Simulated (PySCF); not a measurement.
# A small calculation by hand: dipole moment from atomic charges

C₃HBrClF, SMILES FC=C=C(Br)Cl. Atoms are numbered in the order given.

```xyz
7

F     -3.3810    -0.6715     0.4361
C     -2.5601     0.1097    -0.2723
C     -1.2611    -0.0587    -0.3146
C      0.0364    -0.1730    -0.3825
Cl     0.8499    -1.1389    -1.5782
Br     1.1938     0.7210     0.8438
H     -3.0926     0.9018    -0.8115
```

The structure is a stationary point at B3LYP-D3(BJ)/def2-SVP. The structure was generated by enumeration, and PubChem lists no compound with its InChIKey, so it may never have been made.

Charges (e) from r2SCAN/def2-TZVP in PySCF:

| atom | ESP fit | Mulliken |
|---|---|---|
| F1 | -0.066 | -0.170 |
| C2 | -0.103 | 0.091 |
| C3 | 0.077 | 0.129 |
| C4 | -0.121 | -0.127 |
| Cl5 | 0.018 | -0.046 |
| Br6 | 0.013 | -0.016 |
| H7 | 0.182 | 0.139 |

The dipole moment of the full density is 1.27 D.

Q: What dipole moment does each set of point charges give, and which comes closer to that of the density?

A: 
μ = Σ q r, and 1 e Å = 4.8032 D.
ESP fit: Σ q r = (-0.147, 0.202, -0.144) e Å, |μ| = 1.39 D.
Mulliken: Σ q r = (-0.314, 0.305, -0.145) e Å, |μ| = 2.21 D.
ESP fit comes closer in size. Point charges leave out the atoms' own dipoles (lone pairs, polarised bonds); fits to the potential absorb them, partitions of the density don't.
